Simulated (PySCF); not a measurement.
# Bond lengths and vibrations by method: FHO2Si

Calculated results; nothing here was measured. The program is PySCF 2.14.0, an open-source quantum chemistry code, run on an isolated molecule that a program drew, which may never have been made. The molecule is FHO2Si (charge 0, singlet), drawn as the SMILES string `O=[Si](O)F`.

The geometry was optimised and harmonic frequencies were computed with HF and MP2, all in the cc-pV(D+d)Z basis, for the commonest isotopes, with a restricted reference for singlets and an unrestricted one otherwise, and a frozen core in MP2. Each result is a local minimum of its method.

Geometry at the HF minimum:
```xyz
5
FHO2Si, angstrom
O    -2.7931    0.5396    1.7752
Si   -1.9565   -0.1359    0.7551
O    -1.6670    0.3159   -0.7489
F    -1.1591   -1.4886    0.9724
H    -1.1089   -0.2081   -1.3071
```

Lengths of the bonds as drawn, in Å (atoms numbered as above):
| bond | HF | MP2 |
|---|---|---|
| O1-Si2 | 1.482 | 1.523 |
| Si2-O3 | 1.597 | 1.631 |
| Si2-F4 | 1.585 | 1.615 |
| O3-H5 | 0.947 | 0.968 |

Rotational constants, in GHz:
```
constant,HF,MP2
A,8.728,8.454
B,7.328,6.971
C,3.984,3.82
```

Harmonic frequencies in cm^-1, each column in rising order, so a row needn't be the same motion in every method:
```
rank,HF,MP2
1,351,323
2,375,339
3,409,365
4,461,?
5,840,782
6,900,889
7,1025,957
8,1425,1301
9,4155,3870
```

**Estimate the missing MP2 frequency from the HF column.**

A single factor s that minimises the squared misfit of MP2 against s times HF over the other rows is sum(HF x MP2) / sum(HF^2) = 0.9313, with an rms misfit of 21 cm^-1. For rank 4 it gives 0.9313 x 461 = 429 cm^-1. The calculation gives 422 cm^-1, 7 cm^-1 below the estimate. The drawn bonds are on average 2.3 % longer in MP2 than in HF.
